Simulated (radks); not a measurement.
Cd2+, configuration [Kr] 4d10.

All-electron calculation, scalar-relativistic Kohn-Sham, PBE, spin-polarised, spherical densities, point nucleus. Program: a radial shooting solver on a logarithmic mesh with Libxc functionals.

Energy parts (Ry):
total: -11187.36743
kinetic: 11641.51036
electron-nucleus: -26986.26866
Hartree: 4465.11496
exchange-correlation: -307.72408

Orbitals (lengths in bohr, moments of r in powers of bohr; r(max) is where P^2 peaks):
orbital  occ.  eigenvalue (Ry)     <r^2>      <r>   r(max)
1s          2        -1951.003  0.001250  0.03040  0.01968
2s          2        -290.8193   0.02043   0.1317   0.1112
2p          6        -261.0867   0.01611   0.1149  0.08898
3s          2        -55.32739    0.1468   0.3583   0.3239
3p          6        -45.57414    0.1480   0.3571   0.3171
3d         10        -30.31212    0.1333   0.3347   0.2658
4s          2         -9.17450    0.8763   0.8795   0.7956
4p          6         -6.31351     1.056   0.9600   0.8459
4d         10         -2.23756     1.880    1.252   0.9802
5s          0         -1.56652     6.879    2.471    2.153
5p          0         -1.07256     10.20    3.006    2.610

The highest occupied level is 4d at -30.444 eV. The density falls to 0.001 e/bohr^3 at r = 3.24 bohr.

Run on one thread of a shared host, so times are rough (Arm Neoverse V2): 0.23 s of CPU time, 0.23 s wall, 14 iterations on 2541 mesh points.
